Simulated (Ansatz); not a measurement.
`C[S][Sn][Br]` + NH₃ → `[NH2][Sn][Br]` + CH₃SH at 600 K and 1 bar (ligand exchange at the Sn–S bond).

Gas-phase electronic energies from Ansatz, PBE0-D4/def2-TZVP geometries. CBS: MP2 limit from def2 TZ/QZ plus the TZ coupled-cluster correction, frozen cores. This one scheme is used for every species. def2 core potentials past Kr. For Br, Sn outer-core shells are correlated without core-valence functions, which leaves a few kJ/mol of doubt a bond. Scalar relativity is left out up to krypton. Each species was taken in one conformer, which may not be the lowest.

```tsv
species	CCSD(T)/CBS energy (Eh)	H − E (kJ/mol)	S (J/(mol·K))
`C[S][Sn][Br]`	-3225.07327	154.3	442.2
NH₃	-56.50880	112.4	219.5
`[NH2][Sn][Br]`	-2843.33195	105.8	374.1
CH₃SH	-438.22835	152.3	296.8
```

H − E and S are ideal-gas, rigid-rotor, harmonic terms from PBE0-D4/def2-TZVP, for one conformer and one mirror image of each species. 1 Eh = 2625.50 kJ/mol, R = 8.31446 J/(mol·K).

Question: By hand: ΔE, ΔH, ΔS and ΔG.

Answer: ΔE = (-2843.33195) + (-438.22835) − (-3225.07327) − (-56.50880) = 0.02177 Eh = 57.2 kJ/mol. Δ(H − E) = 105.8 + 152.3 − 154.3 − 112.4 = -8.6, so ΔH = 48.6 kJ/mol. ΔS = 374.1 + 296.8 − 442.2 − 219.5 = 9.2 J/(mol·K). ΔG = 48.6 − 600 × (9.2)/1000 = 43.1 kJ/mol.

Question: By hand: the equilibrium constant, and the temperature at which ΔG would vanish if ΔH and ΔS stayed fixed.

Answer: log₁₀ K = −ΔG/(RT ln 10) = -3.8. ΔG = 0 at ΔH/ΔS = 5283 K, far beyond where these terms or the molecules hold.

The number of gas molecules stays the same, so ΔS is small and ΔH decides. A doubt of 5 kJ/mol in ΔE shifts log₁₀ K by 0.4 here. Other conformers and mirror images would add mixing entropy, several J/(mol·K) or more a flexible species. Modes under 60 cm⁻¹, often nearly free rotors, make the harmonic entropy too high. These are equilibria of isolated gas molecules and say nothing of rates. Largest T1 diagnostic: 0.014 (customary marks: 0.02 for closed shells, 0.045 for open ones).
